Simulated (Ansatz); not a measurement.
AlGaH₄ at its PBE0-D4/def2-TZVP geometry, where that method's forces vanish. Charge 0, multiplicity 1. The bonds changed during the relaxation, so this is another structure than the one it started from.

```xyz
6

Al   -0.3279   -0.9561   -0.1822
Ga    0.1084    1.4424   -0.3787
H    -1.7778   -1.3080    0.3434
H     0.6367   -1.8515   -1.0602
H     0.5441   -0.0034    0.9432
H     0.8165    2.6765    0.3346
```

Problem. What forces (eV/Å) does PBE-D4/def2-TZVPP give on these atoms in Ansatz 0.2.0? (Best estimate.)

Solution. The calculation gave: 
```
Al1  0.001  0.010 -0.004
Ga2 -0.070 -0.047 -0.105
H3  -0.103 -0.017  0.038
H4   0.070 -0.057 -0.064
H5   0.039  0.007  0.063
H6   0.064  0.105  0.072
```
